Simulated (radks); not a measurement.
Results of a calculation; reference values are marked as such.
Problem. Species: W IV. Configuration: [Xe] 4f14 5d3. Level of theory: Dirac Kohn-Sham, PBEsol, spin-unpolarised, spherical densities, point nucleus; open shells fill j = l - 1/2 first (a radial shooting solver on a logarithmic mesh with Libxc functionals). Some entries of the table are withheld. Estimate them.

| orbital | occ. | eigenvalue (eV) | <r^2> (bohr^2) |
|---|---|---|---|
| 1s1/2 | 2 | -69403.05 | 0.0004631 |
| 2s1/2 | 2 | -11994.52 | 0.007063 |
| 2p1/2 | 2 | (1) | 0.005044 |
| 2p3/2 | 4 | (2) | 0.006244 |
| 3s1/2 | 2 | -2784.024 | 0.04615 |
| 3p1/2 | 2 | -2551.111 | 0.04235 |
| 3p3/2 | 4 | -2258.766 | 0.04894 |
| 3d3/2 | 4 | -1866.695 | 0.03793 |
| 3d5/2 | 6 | -1803.106 | 0.03974 |
| 4s1/2 | 2 | -596.7091 | 0.2284 |
| 4p1/2 | 2 | -500.1773 | 0.2356 |
| 4p3/2 | 4 | -432.3379 | 0.2711 |
| 4d3/2 | 4 | (3) | 0.2956 |
| 4d5/2 | 6 | (4) | 0.3090 |
| 5s1/2 | 2 | -107.4167 | 1.274 |
| 5p1/2 | 2 | -78.6949 | 1.546 |
| 5p3/2 | 4 | -68.6920 | 1.816 |
| 4f5/2 | 6 | -62.9963 | 0.4542 |
| 4f7/2 | 8 | -60.7552 | 0.4694 |
| 5d3/2 | 3 | -31.4507 | 3.468 |
| 5d5/2 | 0 | -30.4927 | 3.652 |
| 6s1/2 | 0 | -28.0841 | 7.565 |
| 6p1/2 | 0 | -21.6034 | 10.18 |
| 6p3/2 | 0 | -20.1270 | 11.53 |

Solution. 
(1) 2p1/2 eigenvalue (eV): -11471.28
(2) 2p3/2 eigenvalue (eV): -10119.16
(3) 4d3/2 eigenvalue (eV): -273.8420
(4) 4d5/2 eigenvalue (eV): -261.3434
